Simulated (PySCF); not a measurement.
C5H8FN.
Z-matrix (Å and degrees, GFN2-xTB geometry), rows numbered from 1:
```
C 
C   1  1.5325
C   2  1.4910  1  110.62
F   3  1.3532  2  112.46  1   -82.81
C   3  1.3340  2  129.81  1    95.24
C   5  1.4512  3  124.99  2     1.28
N   6  1.2610  5  126.93  3  -178.96
H   1  1.0867  2  109.99  3   177.13
H   1  1.0874  2  110.38  3    57.34
H   1  1.0874  2  110.40  3   -62.72
H   2  1.0892  1  110.04  3   121.92
H   2  1.0925  1  109.20  3  -118.85
H   5  1.0833  3  118.38  2  -178.69
H   6  1.0855  5  117.27  3     0.70
H   7  1.0205  6  114.63  5    -0.02
```

Computed at PBE0/pcSseg-1 (PySCF, non-relativistic), with Q(14N) = 0.02044 b: N7, 14N (I = 1): χzz = -4.910 MHz, η = 0.328.

Problem. Where would the pure quadrupole (NQR) lines of 14N at N7 fall for the rigid, isolated species?

Solution. From ν± = (3/4)|χ|(1 ± η/3) and ν0 = |χ|η/2: ν+ 4.085 MHz, ν− 3.279 MHz, ν0 0.806 MHz (imine nitrogen).

In a crystal, neighbours and librations shift these lines. GFN2-xTB bond lengths can be off by several hundredths of an ångström, more for odd bonds, and the gradients follow them. With so small a basis the couplings can be 20 % off.

The run behind these numbers computed NMR shieldings as well. On an Arm Neoverse N1 with one thread, on a shared host, this took 36 s (grids of density and orbitals included).

One conformer stands for the species.
